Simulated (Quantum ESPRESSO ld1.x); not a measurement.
Results of a calculation; reference values are marked as such.
Q: These are the eigenvalues of the occupied orbitals of an atom or ion with whole-number occupations (eV). Level of theory: scalar-relativistic Kohn-Sham, LDA (Slater exchange, Perdew-Zunger correlation), spin-unpolarised, spherical densities, point nucleus (ld1.x of Quantum ESPRESSO 7.5).

1s: -88077.158
2s: -15761.234
2p: -13523.694
3s: -3789.070
3p: -3147.707
3d: -2493.047
4s: -863.111
4p: -652.909
4d: -409.729
5s: -152.197
4f: -141.039
5p: -93.732
5d: -29.025
6s: -19.592
6p: -10.153

Which element is it, and in what charge state? The configuration may be excited.

A: Z = 82, lead, charge +1: Pb+ in [Hg] 6p1. The list shows which subshells hold electrons but not how many an open one holds; the 1s level, -3236.8 hartree, gives Z - s = 80.5 by -(Z - s)^2/2, which with screening and relativity narrows Z to a few neighbours, and the depths of the outer levels then fix element, charge and occupations together.
